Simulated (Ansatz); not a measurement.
Input for Ansatz (a program for electronic structure): R-CCSD(T)/def2-TZVPP on ClGaH2 (SMILES [Cl][GaH2]), a point of a bond scan (R = 1.557 Å). The run froze 19 orbitals, filled d shells among them.

Ansatz 0.2 input:
```yaml
crystal:
  periodic: [false, false, false]
  atoms:
    - {symbol: Ga, position_ang: [-0.00289679, -0.23188832, -0.67116797]}
    - {symbol: H, position_ang: [-1.40910429, -0.31184703, -1.33456264]}
    - {symbol: H, position_ang: [1.39793515, -0.58224349, -1.25325605]}
    - {symbol: Cl, position_ang: [0.00593939, 0.47544872, 1.37611916]}
basis:
  gaussian:
    orbitals: def2-TZVPP
    pivot_positions_ang: [[-0.00289679, -0.23188832, -0.67116797], [-1.40910429, -0.31184703, -1.33456264], [1.39793515, -0.58224349, -1.25325605], [0.00593939, 0.47544872, 1.37611916]]
magnetization: {spin_polarized: false}
correlation: {method: ccsd_t, electrons: outside_noble_gas}
scf: {lower_state_search: off}
output: {orbitals: {seedname: ./end}}
```

It printed:

```
WARN ansatz: RAYON_NUM_THREADS=1 ignored (pool sized by the plan → 1); use --threads N
Functional definition: HF
these checks for a lower state are left out or cut short: stability, starts, cluster_reference, orbital_swaps, neighbouring_geometries, increment
integrals: 0.17 GiB planned
792 factors; integrals over basis functions are off by at most 3.3e-4 eV
mean field: 0.30 GiB planned
mean field evaluation 1: about -64870.2469 eV, gradient 1.5e1 eV
mean field evaluation 2: about -64870.3098 eV, gradient 1.6e1 eV
mean field evaluation 4: about -64871.1583 eV, gradient 2.2e0 eV
mean field evaluation 8: about -64871.1742 eV, gradient 1.8e-4 eV
mean field -64871.17422997 eV, -2383.9716816902 hartree, gradient 4.2e-6 eV, S^2 0.000000; 0 other end points of the search recorded, 0 dependent functions left out
19 core orbitals not correlated
reference -64871.17422997 eV, -2383.9716816902 hartree; 6, 6 occupied and 93, 93 virtual orbitals, 792 factors
second order -7.35256627 eV of doubles, -0.00000000 eV of singles
coupled cluster: 0.37 GiB planned
cycle   1  -7.94642212 eV  change   -5.9e-1 eV  update   5.8e-2
cycle   2  -8.17375070 eV  change   -2.3e-1 eV  update   1.8e-2
cycle   3  -8.19570404 eV  change   -2.2e-2 eV  update   7.0e-3
cycle   4  -8.19200900 eV  change    3.7e-3 eV  update   2.2e-3
cycle   5  -8.19179336 eV  change    2.2e-4 eV  update   8.0e-4
cycle   6  -8.19181652 eV  change   -2.3e-5 eV  update   2.6e-4
cycle   7  -8.19179898 eV  change    1.8e-5 eV  update   7.8e-5
cycle   8  -8.19181622 eV  change   -1.7e-5 eV  update   2.8e-5
cycle   9  -8.19181488 eV  change    1.3e-6 eV  update   8.3e-6
perturbative correction -0.29055455 eV, -0.0106776829 hartree
Total energy: -64879.65659941 eV, -2384.2834030176 hartree
Checks for a lower state left out: stability, starts, cluster_reference, orbital_swaps, neighbouring_geometries, increment
```

Self-consistency was reached.

Cost: about 5 core-seconds (a rough figure).
